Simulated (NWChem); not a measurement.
System: BSiH₄O₃F; SMILES OB(O)O[SiH2]F

Parts of the log:

```
             Northwest Computational Chemistry Package (NWChem) 7.3.0
             --------------------------------------------------------

                             Geometry "geometry" -> ""
                             -------------------------

 Output coordinates in angstroms (scale by  1.889725989 to convert to a.u.)

  No.       Tag          Charge          X              Y              Z
 ---- ---------------- ---------- -------------- -------------- --------------
    1 Si                  14.0000    -0.21881000    -1.37761800    -0.46557700
    2 F                    9.0000     0.21066900    -2.20974200     0.87082800
    3 O                    8.0000     0.49187400     0.12158600    -0.43728800
    4 B                    5.0000     0.10255700     1.37901100     0.04058600
    5 O                    8.0000     1.03942800     2.36828200     0.13652800
    6 O                    8.0000    -1.17908800     1.68460600     0.41413100
    7 H                    1.0000    -1.71598400    -1.23780200    -0.43547500
    8 H                    1.0000     0.28284300    -2.11663200    -1.65882300
    9 H                    1.0000     1.91184000     2.03572600    -0.13643800
   10 H                    1.0000    -1.79925000     0.94593800     0.29327200

 Effective nuclear repulsion energy (a.u.)     296.5125109023

                                 NWChem DFT Module
                                 -----------------

 Summary of "ao basis" -> "ao basis" (spherical)
 ------------------------------------------------------------------------------
       Tag                 Description            Shells   Functions and Types
 ---------------- ------------------------------  ------  ---------------------
 Si                         def2-svp                 8       18   4s3p1d
 F                          def2-svp                 6       14   3s2p1d
 O                          def2-svp                 6       14   3s2p1d
 B                          def2-svp                 6       14   3s2p1d
 H                          def2-svp                 3        5   2s1p

            General Information
            -------------------
          SCF calculation type: DFT
          Wavefunction type:  closed shell.
          No. of atoms     :    10
          No. of electrons :    56
           Alpha electrons :    28
            Beta electrons :    28
          Charge           :     0
          Spin multiplicity:     1
          Use of symmetry is: off; symmetry adaption is: off
          Maximum number of iterations: 150
          AO basis - number of functions:   108
                     number of shells:    50
          Convergence on energy requested:  1.00D-06
          Convergence on density requested:  1.00D-05
          Convergence on gradient requested:  5.00D-04

              XC Information
              --------------
                         B3LYP Method XC Potential
                     Hartree-Fock (Exact) Exchange  0.200
                        Slater Exchange Functional  0.800 local
                    Becke 1988 Exchange Functional  0.720 non-local
              Lee-Yang-Parr Correlation Functional  0.810
                  VWN I RPA Correlation Functional  0.190 local

             Grid Information
             ----------------
          Grid used for XC integration:  medium
          Radial quadrature: Mura-Knowles
          Angular quadrature: Lebedev.
          Tag              B.-S. Rad. Rad. Pts. Rad. Cut. Ang. Pts.
          ---              ---------- --------- --------- ---------
          Si                  1.10       88          11.0       590
          F                   0.50       49          12.0       434
          O                   0.60       49          12.0       434
          B                   0.85       49          11.0       434
          H                   0.35       45          12.0       434
          Grid pruning is: on
          Number of quadrature shells:   513
          Spatial weights used:  Erf1

[...]

                     NWChem Electrostatic Potential Fit Module
                     -----------------------------------------

 Atom parameters

 Number of atoms is                                   10
 Number of basis functions is                        108

 Grid parameters

 Maximum number of grid points is                  41838
 Number of grid points is                          41837
 Grid range                                     0.300000 nm
 Grid spacing                                   0.020000 nm
 Probe radius                                   0.070000 nm
 Atom radius factor                             1.000000

 Atomic radii

    1    0.100000
    5    0.158000
    8    0.136000
    9    0.128000
   14    0.187000
 FASTESP  F
  using M.O. file = ./job.movecs

    Atom              Coordinates                           Charge

                                                  ESP

    1 Si   -0.021881   -0.137762   -0.046558    0.895443
    2 F     0.021067   -0.220974    0.087083   -0.320792
    3 O     0.049187    0.012159   -0.043729   -0.604726
    4 B     0.010256    0.137901    0.004059    0.839595
    5 O     0.103943    0.236828    0.013653   -0.630230
    6 O    -0.117909    0.168461    0.041413   -0.645362
    7 H    -0.171598   -0.123780   -0.043548   -0.174312
    8 H     0.028284   -0.211663   -0.165882   -0.136312
    9 H     0.191184    0.203573   -0.013644    0.386959
   10 H    -0.179925    0.094594    0.029327    0.389737
                                            ------------
                                                0.000000

 Dipole moment                                  1.007546

 Quadrupole moment Qxx                         13.672547
                   Qyy                        -14.965470
                   Qzz                          1.292923

 RMS deviation kJ/mol                           0.050626

 RRMS %                                        18.703288
```

Level: B3LYP/def2-SVP. Coordinates come from a PBE-D3(BJ)/def2-SVP optimisation. B3LYP is NWChem's, with the RPA form of VWN correlation.

### Question
Write an input that gives this output.

### Answer
This is not unique; one that fits is the input that was run:
```
start job
memory heap 200 mb stack 900 mb global 1100 mb
geometry units angstroms noautosym nocenter noautoz
  Si    -0.218810    -1.377618    -0.465577
  F      0.210669    -2.209742     0.870828
  O      0.491874     0.121586    -0.437288
  B      0.102557     1.379011     0.040586
  O      1.039428     2.368282     0.136528
  O     -1.179088     1.684606     0.414131
  H     -1.715984    -1.237802    -0.435475
  H      0.282843    -2.116632    -1.658823
  H      1.911840     2.035726    -0.136438
  H     -1.799250     0.945938     0.293272
end
basis spherical
  * library def2-svp
end
dft
  xc b3lyp
  iterations 150
  mulliken
end
task dft energy
esp
  recalculate
  probe 0.07
  range 0.3
  factor 1.0
  spacing 0.02
end
task esp
```
